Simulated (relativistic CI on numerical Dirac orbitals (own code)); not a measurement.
## Inner-shell lines of Fe¹⁴⁺

Computed by Dirac-Coulomb-Breit CI, KLI orbitals optimised for each configuration, model QED, valence Slater integrals scaled by 0.9 (own radial code, finite nucleus).

CI space (outside the closed core 1s2 2s2): 2p⁶3s², 2p⁵3s²3d, 2p⁵3s²4s, 2p⁵3s²4d, 2p⁵3s3p3d, 2p⁶3s3p, 2p⁵3s3p4s. Levels of other configurations are missing.

The table holds the strongest lines. The upper levels have an inner-shell vacancy. Auger decay, open to those above the ionisation limit, is not computed, and radiative decays to configurations outside the model are missing too. Absolute energies can be off by a few tenths of a per cent, so close lines can change order. LS names give the leading component, which can be well under half, for lower levels too. Brackets number the levels in order of energy.

```tsv
λ (Å)	Upper	Lower	A (s⁻¹)	gA (s⁻¹)
15.6307	2p⁵3s²3d ³D°1 [13]	2p⁶3s² ¹S0 [1]	6.46e+12	1.94e+13
15.6259	2p⁵3s3p3d ³P1 [125]	2p⁶3s3p ¹P°1 [5]	5.02e+12	1.51e+13
15.5249	2p⁵3s3p3d ³D3 [101]	2p⁶3s3p ³P°2 [4]	3.84e+12	2.69e+13
15.4645	2p⁵3s3p3d ³D2 [106]	2p⁶3s3p ³P°1 [3]	9.11e+12	4.55e+13
15.4472	2p⁵3s3p3d ³D1 [111]	2p⁶3s3p ³P°1 [3]	8.98e+12	2.69e+13
15.4467	2p⁵3s3p3d ³P2 [118]	2p⁶3s3p ³P°2 [4]	5.48e+12	2.74e+13
15.4376	2p⁵3s3p3d ³P1 [110]	2p⁶3s3p ³P°0 [2]	5.25e+12	1.58e+13
15.4331	2p⁵3s3p3d ³D1 [111]	2p⁶3s3p ³P°0 [2]	1.10e+13	3.30e+13
15.4205	2p⁵3s3p3d ³D2 [121]	2p⁶3s3p ³P°2 [4]	1.16e+13	5.80e+13
15.4191	2p⁵3s3p3d ³P0 [116]	2p⁶3s3p ³P°1 [3]	1.69e+13	1.69e+13
15.4132	2p⁵3s3p3d ³P2 [118]	2p⁶3s3p ³P°1 [3]	5.26e+12	2.63e+13
15.4028	2p⁵3s3p3d ³P1 [123]	2p⁶3s3p ³P°2 [4]	1.91e+13	5.73e+13
15.3789	2p⁵3s²3d ¹P°1 [24]	2p⁶3s² ¹S0 [1]	2.03e+13	6.10e+13
15.3784	2p⁵3s3p3d ¹D2 [144]	2p⁶3s3p ¹P°1 [5]	1.45e+13	7.26e+13
15.3762	2p⁵3s3p3d ¹P1 [145]	2p⁶3s3p ¹P°1 [5]	2.04e+13	6.12e+13
15.3662	2p⁵3s3p3d ³D3 [127]	2p⁶3s3p ³P°2 [4]	8.07e+12	5.65e+13
15.3464	2p⁵3s3p3d ¹S0 [147]	2p⁶3s3p ¹P°1 [5]	2.33e+13	2.33e+13
15.3155	2p⁵3s3p3d ³D3 [132]	2p⁶3s3p ³P°2 [4]	3.06e+12	2.14e+13
12.838	2p⁵3s²4d ¹P°1 [175]	2p⁶3s² ¹S0 [1]	5.65e+12	1.70e+13
12.6856	2p⁵3s²4d ¹P°1 [193]	2p⁶3s² ¹S0 [1]	5.87e+12	1.76e+13
```
